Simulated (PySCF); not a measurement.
# Bromine: a sound run and one with changed settings

Sound run: Br [Ar] 3d10 4s2 4p5, Br⁺ [Ar] 3d10 4s2 4p4. Computed with PySCF 2.14 in x2c-TZVPall, with the spin-free X2C one-electron Hamiltonian (Gaussian nucleus). In the sound run the correlated levels freeze [Ar] 3d10. The sound run starts from symmetry-adapted Hartree-Fock orbitals and uses a fine grid where one is needed.

Changed run: all electrons correlated in a basis built for the valence shell.

```csv
species,method,sound run (hartree),changed run (hartree),converged
Br,MP2,-2604.54894,-2604.73923,yes
Br⁺,MP2,-2604.12488,-2604.31332,yes
```

Ionisation energy of Br:

```tsv
method	sound run (eV)	changed run (eV)
UHF	10.722	10.722
MP2	11.539	11.589
SCS-MP2	11.537	11.568
```

A valence basis has no tight correlating functions, so it recovers only part of the core correlation, and not evenly between atom and ion.

For comparison, NIST gives 11.814 eV between the lowest levels.
